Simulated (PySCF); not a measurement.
Ga(F)3 anion (F3Ga), SMILES [Ga]([F])([F])[F] (connectivity only; charge and spin as stated), charge -1, multiplicity 2.

Geometry optimised at B3LYP-D3(BJ)/def2-SVPD. The spin state was assumed, not searched. The isomer is the one that the SMILES or the coordinates give; other isomers of the formula were not compared.

These are B3LYP-D3(BJ)/def2-SVPD run with PySCF 2.14.0 values and carry that method's errors.

Frequencies are harmonic and unscaled.

Modes within 1.5 cm⁻¹ of each other (mostly degenerate sets) share a row, with their intensities summed.

| mode | ν (cm⁻¹) | IR (km/mol) | moving atoms (share of kinetic energy) |
|---|---|---|---|
| 1–2 | 166 | 14.3 | F 89 %, Ga 11 % |
| 3 | 214 | 36.0 | F 67 %, Ga 33 % |
| 4 | 521 | 66.8 | F 88 %, Ga 12 % |
| 5–6 | 539 | 271.2 | F 73 %, Ga 27 % |
